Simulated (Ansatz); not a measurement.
The cluster Te2As⁺ (the lowest singlet isomer of a short search). Total charge 1; singlet. Geometry PBE0-D4/def2-TZVP, basis def2-TZVP, Ansatz.

```xyz
3

As   -0.2313   -0.4857    1.2260
Te   -1.2834    0.3088   -0.8508
Te    1.5147    0.1768   -0.3752
```

```json
{"run": "A", "HOMO (eV)": "-11.32", "LUMO (eV)": "-9.20"}
{"run": "B", "HOMO (eV)": "-10.44", "LUMO (eV)": "-9.76"}
{"run": "C", "HOMO (eV)": "-10.95", "LUMO (eV)": "-9.57"}
{"run": "D", "HOMO (eV)": "-11.12", "LUMO (eV)": "-9.32"}
{"run": "E", "HOMO (eV)": "-13.19", "LUMO (eV)": "-7.40"}
```

In the def2 sets Te takes a core potential; there is no spin–orbit coupling. B3LYP takes the VWN-RPA correlation. HSE06 is defined as in plane-wave codes, on full-range PBE exchange. The structure comes from a short search, and lower isomers may exist.

The runs used B3LYP, HSE06, PBE, PBE0, ωB97M-V. Estimate which is which.

A PBE0 (25 % exact exchange); B PBE (0 % exact exchange); C HSE06 (range-separated); D B3LYP (20 % exact exchange); E ωB97M-V (range-separated). Exact exchange lowers occupied and raises empty levels; among semilocal functionals meta-GGAs tend to open the gap a little, and such runs are hard to tell apart. The gap grows from 0.69 eV (PBE) to 5.80 eV (ωB97M-V).
